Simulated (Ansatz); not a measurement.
Reaction (formal exchange of groups at the Si–Cl bond): `O[Si](F)(Cl)Cl` + `FC[TeH]` → `O[Si](F)(Cl)[TeH]` + `FCCl`

Calculated with Ansatz (gas phase, PBE0-D4/def2-TZVP geometries, no zero-point term in ΔE). CCSD(T)/CBS is the MP2 limit (def2-TZVPP, def2-QZVPP) plus CCSD(T) − MP2 in def2-TZVPP, frozen cores. This one scheme is used for every species. DFT in def2-TZVPP. HSE06 is defined as in plane-wave codes. Elements past krypton have def2 core potentials. For Te outer-core shells are correlated without core-valence functions, which leaves a few kJ/mol of doubt a bond. Each species was taken in one conformer, which may not be the lowest.

`O[Si](F)(Cl)Cl`:

```xyz
6

O    -1.198    0.546   -0.153
Si    0.314    0.030    0.059
F     0.677   -0.054    1.593
Cl    0.585   -1.826   -0.705
Cl    1.544    1.365   -0.809
H    -1.923   -0.060    0.015
```

`FC[TeH]`:

Z-matrix (Å, degrees):
```
C
Te 1 2.145
F 1 1.369 2 113.1
H 1 1.090 2 108.4 3 121.2
H 1 1.091 2 106.4 3 -119.8
H 2 1.657 1 93.1 3 -81.4
```

`O[Si](F)(Cl)[TeH]`:

Z-matrix (Å, degrees):
```
Si
F 1 1.580
Cl 1 2.039 2 106.8
O 1 1.622 2 104.7 3 -119.2
Te 1 2.473 2 112.0 3 121.6
H 4 0.959 1 118.1 2 173.0
H 5 1.656 1 90.9 2 -87.0
```

`FCCl`:

Z-matrix (Å, degrees):
```
C
F 1 1.355
Cl 1 1.766 2 110.5
H 1 1.089 2 109.3 3 -118.4
H 1 1.089 2 109.3 3 118.4
```

```csv
level,ΔE (kJ/mol),difference from CCSD(T)/CBS
revPBE-D4,52.4,-8.6
BLYP-D4,57.4,-3.6
r2SCAN-D4,59.0,-2.0
PBE0-D4,52.3,-8.7
r2SCANh-D4,58.6,-2.4
BHLYP-D4,58.7,-2.3
PBE,51.9,-9.1
r2SCANh,59.1,-1.9
HSE06,53.7,-7.3
HF/def2-SVP,58.6,-2.4
MP2/def2-SVP,58.3,-2.7
HF/def2-TZVPP,63.2,2.2
MP2/def2-TZVPP,61.9,0.9
HF/def2-QZVPP,64.0,3.0
MP2/def2-QZVPP,61.4,0.4
SCS-MP2/def2-QZVPP,62.4,1.4
CCSD(T)/CBS,61.0,0
```

Q: What do rigid-rotor, harmonic-oscillator terms from PBE0-D4/def2-TZVP frequencies (298.15 K, 1 bar) make of the CCSD(T)/CBS value? (Best estimate.)

A: Ansatz gave: ΔZPE = +1.2 kJ/mol, ΔH = +62.8 kJ/mol, ΔS = 4 J/(mol·K), ΔG = +61.5 kJ/mol.

Largest T1 diagnostic among the species: 0.011.

Leaving LDA and LC-ωPBE aside and taking each functional with its dispersion term where it has one, the values, not all of them listed here, spread over 16.3 kJ/mol, from PBE-D4 to B97M-V. From BLYP to BHLYP (50 % exact exchange), in def2-TZVPP and without D4, ΔE moves by +3.3 kJ/mol. At CCSD(T), def2-SVP lies −4.1 kJ/mol from the extrapolated value and def2-TZVPP +1.5 kJ/mol.
